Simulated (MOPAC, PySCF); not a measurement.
C2H4N2, SMILES `N=C=CN`, neutral singlet in the gas phase. 

Cartesian coordinates (Å):
```xyz
8

N      2.0936     0.0220     0.2787
C      0.8940    -0.2295     0.1758
C     -0.3961    -0.4659     0.1818
N     -1.3982     0.4094    -0.3294
H      2.6425    -0.1812    -0.5622
H     -0.7325    -1.4492     0.4924
H     -1.0007     1.2965    -0.6138
H     -2.1027     0.5978     0.3767
```
Charge 0, spin multiplicity 1.

All levels are single points at this geometry (r2SCAN-D4/def2-TZVP); Pople sets use spherical d functions. Orbital energies aren't observables, and empty levels follow the basis.

| level | HOMO (eV) | LUMO (eV) | gap (eV) | dipole (D) | vertical IE, Delta-SCF (eV) |
|---|---|---|---|---|---|
| PBE-D3(BJ)/def2-TZVP in PySCF | -4.61 | -1.48 | 3.12 | 0.96 | 7.94 |
| r2SCAN-D4/def2-TZVP in PySCF | -4.81 | -1.23 | 3.58 | 0.98 | 7.98 |
| B3LYP/3-21G in PySCF | -4.88 | -0.03 | 4.86 | 0.87 | – |
| B3LYP/6-311+G** in PySCF | -5.70 | -0.90 | 4.80 | 0.91 | – |
| BP86/6-31G* in PySCF | -4.31 | -1.15 | 3.16 | 0.95 | – |
| M06-2X/6-31G* in PySCF | -6.73 | 1.02 | 7.75 | 0.85 | – |
| PBE/6-31G* in PySCF | -4.20 | -1.05 | 3.14 | 0.94 | 7.69 |
| SVWN5/6-31G* in PySCF | -4.27 | -1.26 | 3.01 | 0.95 | 7.82 |
| HF/3-21G in PySCF | -8.24 | 4.36 | 12.59 | 0.83 | – |
| HF/6-31G* in PySCF | -8.46 | 4.20 | 12.66 | 0.95 | 7.41 |
| HF/STO-3G in PySCF | -6.47 | 7.88 | 14.35 | 0.58 | – |
| AM1 in MOPAC | -8.79 | 0.88 | 9.66 | 0.64 | – |
| PM3 in MOPAC | -8.42 | 0.82 | 9.24 | 0.40 | – |
